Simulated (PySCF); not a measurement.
**Shapes and spin states of MnCl₄**

Level of theory: PySCF, PBE, basis Mn def2-SVP, Cl def2-SVP (no relativity, density fitting).

Relaxations began from a few typed shapes and spin states; open shells are unrestricted. The search is not exhaustive: other isomers or separated fragments can lie lower, and high-lying points may rest on an excited occupation.

(1) Which is the lowest minimum found?
A. quartet C2v: Mn–Cl 2.111 Å (×2), Mn–Cl 2.145 Å (×2); Cl–Mn–Cl 104.7° (×4), Cl–Mn–Cl 107.0°, Cl–Mn–Cl 129.3°
B. broken-symmetry Ms = 3/2 (⟨S²⟩ 4.80) D4h: Mn–Cl 2.220 Å (×4); Cl–Mn–Cl 90.0° (×4), Cl–Mn–Cl 180.0° (×2)
C. broken-symmetry Ms = 1/2 (⟨S²⟩ 1.76) D2d: Mn–Cl 2.117 Å (×4); Cl–Mn–Cl 98.6° (×2), Cl–Mn–Cl 115.2° (×4)
D. quartet D2d: Mn–Cl 2.129 Å (×4); Cl–Mn–Cl 97.6° (×2), Cl–Mn–Cl 115.7° (×4)
E. broken-symmetry Ms = 1/2 (⟨S²⟩ 2.48) D4h: Mn–Cl 2.197 Å (×4); Cl–Mn–Cl 90.0° (×4), Cl–Mn–Cl 180.0° (×2)
F. broken-symmetry Ms = 1/2 (⟨S²⟩ 1.76) C2v: Mn–Cl 2.098 Å (×2), Mn–Cl 2.135 Å (×2); Cl–Mn–Cl 105.1° (×4), Cl–Mn–Cl 108.2°, Cl–Mn–Cl 127.4°

Results:

(1) D. The others lie at 3.9 (quartet C2v, a saddle point), 69.7 (broken-symmetry Ms = 1/2 D2d), 74.1 (broken-symmetry Ms = 1/2 C2v, a saddle point), 74.1 (broken-symmetry Ms = 3/2 D4h), 195.3 (broken-symmetry Ms = 1/2 D4h, a saddle point) kJ/mol above it.

Formally Mn is in oxidation state +4, d3, with 3 unpaired electrons (the high-spin count). The Mulliken spin on Mn is 2.89. The polar-tensor charge on Mn, 1.33, is far below the formal one.

For the lowest minimum: open d and f shells are described by one determinant, and the ground state may have another occupation or spin.

The electron or spin density has lower symmetry than the nuclear frame for the broken-symmetry Ms = 1/2 (⟨S²⟩ 2.48) D4h at 195.3 kJ/mol.
